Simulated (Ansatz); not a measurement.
`N[SiH2]OC[SiH3]` and `N[SiH2]OP` differ in one atom or group.

Ansatz, PBE0-D4/def2-TZVP geometries, multiplicity 1. Each molecule was computed in one conformer, which needn't be the lowest.

| property | `N[SiH2]OC[SiH3]` |
| --- | --- |
| HOMO–LUMO gap (PBE/def2-TZVPP) / eV | 6.13 |
| HOMO energy (B3LYP/def2-TZVPP) / eV | -7.58 |
| LUMO energy (PBE/def2-TZVPP) / eV | -0.28 |
| LUMO energy (ωB97M-V/def2-TZVPP) / eV | 2.06 |
| HOMO–LUMO gap (B3LYP/def2-TZVPP) / eV | 7.86 |
| LUMO energy (PBE0/def2-TZVPP) / eV | 0.55 |

Question: What does the change do to each property? (Best estimate.)

Answer: The calculation gave: 
```json
{"property": "HOMO–LUMO gap (PBE/def2-TZVPP) / eV", "`N[SiH2]OP`": "4.80", "shift": "-1.33"}
{"property": "HOMO energy (B3LYP/def2-TZVPP) / eV", "`N[SiH2]OP`": "-6.87", "shift": "0.71"}
{"property": "LUMO energy (PBE/def2-TZVPP) / eV", "`N[SiH2]OP`": "-1.03", "shift": "-0.75"}
{"property": "LUMO energy (ωB97M-V/def2-TZVPP) / eV", "`N[SiH2]OP`": "1.72", "shift": "-0.34"}
{"property": "HOMO–LUMO gap (B3LYP/def2-TZVPP) / eV", "`N[SiH2]OP`": "6.55", "shift": "-1.31"}
{"property": "LUMO energy (PBE0/def2-TZVPP) / eV", "`N[SiH2]OP`": "-0.09", "shift": "-0.64"}
```

With PBE0 the HOMO rises by 0.78 eV and the LUMO falls by 0.64 eV, so the gap narrows by about 1.42 eV. PBE moves the HOMO by 0.59 eV and ωB97M-V by 0.92 eV.

B3LYP here is the variant with VWN-RPA as its local correlation; programs differ in this.
